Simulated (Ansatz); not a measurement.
# A relaxation, step by step

BNH4Cl2O, closed shell, PBE0-D4/def2-TZVP (Ansatz 0.2.0). Settings:

```yaml
hamiltonian: {xc: pbe0, dispersion: d4}
relax: {f_tol: 0.005, max_steps: 200}
```

Start, a step off a saddle point along its unstable mode:

```
9
angstrom
B -0.2920 -0.5078 0.1401
N -0.6286 0.9254 -0.0068
Cl -1.2481 -1.7048 -0.8075
Cl 0.1550 -1.0317 1.8367
H 0.9792 0.5420 -0.5957
O 1.1841 -0.2990 -0.6577
H -1.3436 1.1432 -0.6785
H -0.7330 1.4491 0.8420
H 1.9271 -0.5163 -0.0725
```

```tsv
step	energy less the last (meV)	largest force component (eV/Å)
1	857.8	8.188
4	270.4	0.435
7 (rejected trial)	256.4	0.212
10	249.8	0.026
13 (rejected trial)	265.2	1.537
16	161.5	1.468
19	97.8	1.421
22	54.3	0.456
25 (rejected trial)	48.6	0.071
28	45.0	0.176
31	38.8	0.070
34	34.1	0.477
37 (rejected trial)	84.5	1.783
40	5.8	0.023
43	0.6	0.016
46 (rejected trial)	0.3	0.049
49 (rejected trial)	0.1	0.025
52	0.0	0.001
```

Step 10, positions (Å) and forces (eV/Å):

```tsv
atom	x	y	z	Fx	Fy	Fz
B1	-0.345	-0.422	0.150	-0.021	0.011	0.013
N2	-0.809	0.935	0.041	-0.004	0.022	0.006
Cl3	-1.183	-1.684	-0.825	-0.010	-0.002	-0.002
Cl4	0.196	-0.935	1.821	0.000	-0.006	0.014
H5	1.403	0.606	-0.671	0.010	-0.006	0.011
O6	1.258	-0.351	-0.679	0.026	-0.002	-0.020
H7	-1.551	1.133	-0.611	0.010	-0.017	0.002
H8	-0.889	1.481	0.883	0.010	-0.023	-0.017
H9	1.921	-0.763	-0.109	-0.021	0.024	-0.006
```

Step 34, positions (Å) and forces (eV/Å):

| atom | x | y | z | Fx | Fy | Fz |
| --- | --- | --- | --- | --- | --- | --- |
| B1 | -0.832 | -0.408 | 0.417 | 0.091 | 0.070 | -0.038 |
| N2 | -1.303 | 0.872 | 0.193 | -0.041 | -0.041 | 0.018 |
| Cl3 | -1.217 | -1.723 | -0.683 | -0.024 | -0.011 | 0.011 |
| Cl4 | 0.168 | -0.742 | 1.840 | -0.031 | -0.002 | 0.020 |
| H5 | 2.188 | 0.411 | -0.241 | -0.086 | -0.268 | -0.338 |
| O6 | 1.993 | -0.125 | -1.024 | 0.080 | -0.115 | 0.477 |
| H7 | -1.840 | 1.107 | -0.624 | 0.002 | 0.001 | 0.013 |
| H8 | -1.099 | 1.639 | 0.810 | -0.001 | -0.012 | -0.016 |
| H9 | 1.943 | -1.032 | -0.687 | 0.010 | 0.378 | -0.147 |

Step 43, positions (Å) and forces (eV/Å):

| atom | x | y | z | Fx | Fy | Fz |
| --- | --- | --- | --- | --- | --- | --- |
| B1 | -0.767 | -0.338 | 0.472 | -0.002 | 0.007 | 0.002 |
| N2 | -1.365 | 0.872 | 0.187 | 0.003 | -0.004 | 0.000 |
| Cl3 | -0.967 | -1.718 | -0.611 | 0.004 | 0.000 | 0.000 |
| Cl4 | 0.177 | -0.544 | 1.952 | 0.001 | 0.001 | 0.000 |
| H5 | 2.234 | -0.121 | 0.022 | -0.005 | -0.016 | -0.003 |
| O6 | 2.112 | -0.020 | -0.925 | 0.005 | 0.014 | -0.005 |
| H7 | -1.882 | 1.029 | -0.661 | -0.001 | -0.001 | 0.000 |
| H8 | -1.246 | 1.681 | 0.771 | -0.002 | 0.000 | -0.001 |
| H9 | 1.704 | -0.842 | -1.207 | -0.002 | -0.001 | 0.007 |

Last step (52):

```
atom    x (Å)    y (Å)    z (Å)
  B1  -0.7602  -0.3263   0.4792
  N2  -1.3745   0.8733   0.1865
 Cl3  -0.9317  -1.7110  -0.6041
 Cl4   0.1761  -0.5167   1.9649
  H5   2.2370  -0.2017   0.0294
  O6   2.1323  -0.0224  -0.9088
  H7  -1.8908   1.0188  -0.6636
  H8  -1.2725   1.6853   0.7701
  H9   1.6845  -0.7994  -1.2535
```

The run took about 3 min on 4 CPU threads of an Arm Neoverse V1 (shared host).
